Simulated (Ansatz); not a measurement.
This geometry of ClGaH5NO (9 atoms, charge 0, multiplicity 1) is a first-order saddle point.

These are results of RKS B3LYP-D4/def2-SVP in Ansatz, not measurements.

```xyz
9
Properties=species:S:1:pos:R:3
Ga 0.153 0.338 0.009
O -0.191 -0.012 1.954
H -1.060 -0.362 2.201
H 1.465 -0.299 -0.522
Cl -1.768 0.053 -1.001
N 0.123 2.103 0.889
H 0.984 2.644 0.975
H -0.626 2.735 0.603
H -0.162 1.160 1.853
```

Which two structures does it join? (They come from a converged band through this point; their orientation in space is the band's.)

Bonds broken: N6–H9. Bonds formed: O2–H9.

Initial state:

```xyz
9
Properties=species:S:1:pos:R:3
Ga 0.022 0.147 0.287
O -0.395 -0.307 2.001
H -0.831 -1.159 2.118
H 1.373 -0.266 -0.384
Cl -1.749 0.347 -1.029
N 0.145 2.158 0.890
H 1.030 2.653 0.770
H -0.596 2.681 0.418
H -0.081 2.104 1.888
```

Final state:

```xyz
9
Properties=species:S:1:pos:R:3
Ga 0.203 0.487 0.005
O -0.217 -0.090 2.022
H -1.132 -0.410 2.091
H 1.466 -0.292 -0.458
Cl -1.773 -0.014 -0.826
N 0.170 2.214 0.764
H 1.031 2.758 0.746
H -0.583 2.816 0.429
H -0.246 0.889 2.186
```

How far does it lie above each of them?

72.9 kJ/mol above the first and 13.8 kJ/mol above the second. This is the barrier of this one path; another mechanism may lie lower. The orbitals stay closed-shell, which can raise the energy where a bond breaks towards radicals; this wasn't checked here.

Time of the run: 2.7 min on 2 threads of Arm Neoverse V1, on a shared host, peak memory 0.24 GiB.
